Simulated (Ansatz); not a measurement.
Z-matrix (Å, degrees):
```
Si
N 1 1.691
C 1 1.792 2 128.1
Cl 1 2.033 2 108.6 3 158.3
O 1 1.636 2 119.5 3 -63.1
Al 2 1.798 1 134.3 3 -150.1
H 2 1.015 1 111.5 3 31.3
H 3 1.088 1 122.5 2 161.9
H 3 1.088 1 123.1 2 -3.7
H 6 1.581 2 114.5 1 -177.7
H 6 1.574 2 120.3 1 3.3
```

Charge 0, multiplicity 1.

(1) List the ωB97M-V/def2-TZVPP orbital energies in eV (Ansatz). (An estimate is asked.)

Answers

(1) Computed: Occupied: -2772.14, -1808.31, -1532.33, -525.93, -394.61, -282.40, -262.56, -200.02, -199.91, -199.90, -149.23, -116.96, -103.38, -103.36, -103.30, -76.63, -76.44, -76.42, -30.91, -26.69, -25.90, -20.92, -17.42, -16.05, -15.53, -14.88, -14.04, -13.45, -12.65, -12.47, -11.93, -11.43, -10.99, -10.68, -9.71. Lowest empty: 0.30, 1.44, 2.43, 2.70, 3.05, 3.20, 3.49, 4.11.
